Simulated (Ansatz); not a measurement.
Reaction (isomerisation): `F[SiH]1[SiH2]CS1` → `C[Si]1(F)[SiH2]S1`

Program: Ansatz. Geometries: PBE0-D4/def2-TZVP. ΔE: electronic, gas phase. CBS: MP2 limit from def2 TZ/QZ plus the TZ coupled-cluster correction, frozen cores. Functionals use def2-TZVPP.

`F[SiH]1[SiH2]CS1`:

Cartesian coordinates in Å:
```
F 1.405 1.433 1.818
Si 1.274 0.115 0.914
Si -0.879 -0.580 0.400
C -0.566 0.353 -1.227
S 1.270 0.486 -1.189
H 2.393 -0.757 1.344
H -0.946 -2.044 0.149
H -2.083 -0.164 1.172
H -1.008 1.350 -1.258
H -0.862 -0.192 -2.124
```

`C[Si]1(F)[SiH2]S1`:

```xyz
10

C     1.217   -1.101   -0.627
Si   -0.227    0.052   -0.565
F    -1.060   -0.139   -1.916
Si   -1.228    0.938    1.231
S     0.143    2.073   -0.023
H     1.799   -1.024    0.292
H     1.861   -0.845   -1.472
H     0.879   -2.132   -0.751
H    -0.757    0.745    2.625
H    -2.625    1.433    1.205
```

```json
{"level": "r2SCAN-D4", "ΔE (kcal/mol)": "-21.9"}
{"level": "ωB97M-V", "ΔE (kcal/mol)": "-19.3"}
{"level": "B2PLYP", "ΔE (kcal/mol)": "-19.6"}
{"level": "PBE", "ΔE (kcal/mol)": "-20.0"}
{"level": "r2SCAN", "ΔE (kcal/mol)": "-22.0"}
{"level": "PBE0", "ΔE (kcal/mol)": "-20.0"}
{"level": "HF/def2-TZVPP", "ΔE (kcal/mol)": "-18.5"}
{"level": "SCS-MP2/def2-QZVPP", "ΔE (kcal/mol)": "-18.9"}
```

(1) What does CCSD(T)/CBS give? (Best estimate.)

Largest T1 diagnostic among the species: 0.013.

Answers

(1) Ansatz gave: -19.1 kcal/mol. The listed levels differ from it by -2.8, -0.2, -0.5, -0.9, -2.9, -0.9, 0.6, 0.2 kcal/mol.
